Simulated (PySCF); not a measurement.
H4MgO2Si, SMILES [OH][Mg][O][SiH3].

Geometry: r2SCAN-D4/def2-SVP. Other conformers were not sampled.

These are PySCF 2.14.0 with r2SCAN-D4/def2-SVP values and carry that method's errors.

Frequencies are harmonic and unscaled.

Modes within 1.5 cm⁻¹ of each other (mostly degenerate sets) share a row, with their intensities summed.

| mode | ν (cm⁻¹) | IR (km/mol) | Raman (Å⁴/amu) | depolarisation | moving atoms (share of kinetic energy) |
|---|---|---|---|---|---|
| 1–2 | 67 | 2.9 | 0.1 | – | O 63 %, H 15 %, Si 12 %, Mg 11 % |
| 3–4 | 160 | 375.2 | 1.6 | 0.75 | H 47 %, O 32 %, Mg 21 % |
| 5–6 | 185 | 1.0 | 2.0 | 0.75 | H 48 %, Mg 31 %, O 21 % |
| 7 | 421 | 0.2 | 13.1 | 0.15 | O 38 %, Si 38 %, Mg 17 % |
| 8–9 | 738 | 136.5 | 13.8 | 0.75 | H 83 %, Si 10 % |
| 10 | 846 | 42.7 | 1.2 | 0.35 | O 46 %, Mg 43 % |
| 11–12 | 957 | 170.3 | 57.3 | 0.75 | H 96 % |
| 13 | 1009 | 326.3 | 20.0 | 0.63 | H 88 %, Si 11 % |
| 14 | 1094 | 413.5 | 5.1 | 0.10 | O 73 %, Si 13 %, Mg 12 % |
| 15–16 | 2183 | 414.5 | 189.9 | 0.75 | H 96 % |
| 17 | 2195 | 112.0 | 208.1 | 0.01 | H 99 % |
| 18 | 4068 | 145.2 | 149.6 | 0.19 | H 94 % |
